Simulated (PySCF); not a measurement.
Identify the unknown among the candidates.

All candidates are C3H6ClFO2S.

* Polarisability: 76.9 au [PBE0/def2-SVPD]
* 13C NMR: chemical shifts (computed TMS as zero) by class: 86.4 (1 C), 73.4 (1 C), 14.8 (1 C) ppm [GIAO PBE0/pcSseg-1]
* UV, strongest line: among the 8 lowest singlet transitions: S8 at 8.04 eV (154 nm, f = 0.113) [TDDFT PBE0/def2-SVPD]
* UV, first state: lowest singlet excitation: 5.95 eV (208 nm, f = 0.005) [TDDFT PBE0/def2-SVPD]
* NMR, other nuclei: isotropic shieldings of nuclei other than C and H, by class: 35 (1 O), 39 (1 O), 435 (1 F), 152 (1 S), 414 (1 Cl) ppm [GIAO PBE0/pcSseg-1]
* Rotational structure: rotational constants A, B, C: 2.075, 1.031, 1.006 GHz [GFN2-xTB]
* Dipole: 2.75 D [PBE0/def2-SVPD]
* 1H NMR: chemical shifts (computed TMS as zero) by class: 5.49 (1 H), 4.74 (1 H), 3.51 (1 H), 1.83 (3 H) ppm [GIAO PBE0/pcSseg-1]
* Triplet: lowest triplet excitation (Tamm–Dancoff): 5.31 eV [TDA PBE0/def2-SVPD]

Gas-phase values; electronic properties from PySCF, density fitting. Levels stand in brackets. One conformer (not necessarily the lowest) at the GFN2-xTB geometry, without solvent, vibrations or thermal averaging. NMR values are class means; diastereotopic atoms form classes of their own.

Problem. Which candidate is it?
A. `C[C@H](F)CS(=O)(=O)Cl`
B. `CC[C@@H](F)S(=O)(=O)Cl`
C. `C[C@H](CF)S(=O)(=O)Cl`

Solution. C. It is `C[C@H](CF)S(=O)(=O)Cl`. Numbering: `[CH3:1][C@H:2]([CH2:3][F:4])[S:5](=[O:6])(=[O:7])[Cl:8]`. 3 carbons fall into 3 classes; from least to most shielded: sp3 C–F carbon [C3] (86.4 ppm), sp3 carbon bound to sulfur [C2] (73.4 ppm), methyl carbon [C1] (14.8 ppm). Hydrogen classes from least to most shielded: 1 H on an sp3 C–F carbon, C3 (5.49 ppm), 1 H on an sp3 C–F carbon, C3 (4.74 ppm), 1 H on an sp3 carbon bound to sulfur, C2 (3.51 ppm), 3 H on a methyl carbon, C1 (1.83 ppm). The other shieldings belong to: 35 ppm, sulfonyl oxygen [O7]; 39 ppm, sulfonyl oxygen [O6]; 435 ppm, alkyl fluorine [F4]; 152 ppm, sulfonyl sulfur [S5]; 414 ppm, chlorine bonded to S [Cl8]. S1 is mainly HOMO→LUMO (weight 0.97); the largest Löwdin shares of the orbital it empties are 0.41 on the chlorine bonded to S, 0.28 on a sulfonyl oxygen and 0.26 on a sulfonyl oxygen, of the orbital it fills 0.42 on the chlorine bonded to S, 0.27 on the sulfonyl sulfur and 0.09 on each of 2 atoms of one kind (sulfonyl oxygen). The optimised geometry has point group C1 and is an asymmetric top.

The others, at the same levels:
- `C[C@H](F)CS(=O)(=O)Cl` fails: its computed 13C shifts are 86.9 (1 C), 77.4 (1 C), 23.5 (1 C) ppm, 1H shifts are 5.37 (1 H), 3.93 (1 H), 3.60 (1 H), 1.62 (3 H) ppm and rotational constant A is 2.766 GHz (against 2.075 GHz).
- `CC[C@@H](F)S(=O)(=O)Cl` fails: its computed 13C shifts are 117.1 (1 C), 26.8 (1 C), 9.5 (1 C) ppm, 1H shifts are 5.02 (1 H), 2.42 (1 H), 2.20 (1 H), 1.16 (3 H) ppm and rotational constant A is 2.295 GHz (against 2.075 GHz).

Each candidate is one conformer, not necessarily the lowest. Dipoles, sizes and rotational constants follow the conformer. The torsions of the flexible species, by atom-mapped SMILES:
- `[CH3:1][C@H:2]([CH2:3][F:4])[S:5](=[O:6])(=[O:7])[Cl:8]`: C1–C2–C3–F4 75°, C1–C2–S5–O6 -52°
- `[CH3:1][C@H:2]([F:3])[CH2:4][S:5](=[O:6])(=[O:7])[Cl:8]`: C1–C2–C4–S5 -73°, C2–C4–S5–O6 -49°
- `[CH3:1][CH2:2][C@@H:3]([F:4])[S:5](=[O:6])(=[O:7])[Cl:8]`: C1–C2–C3–F4 179°, C2–C3–S5–O6 -45°
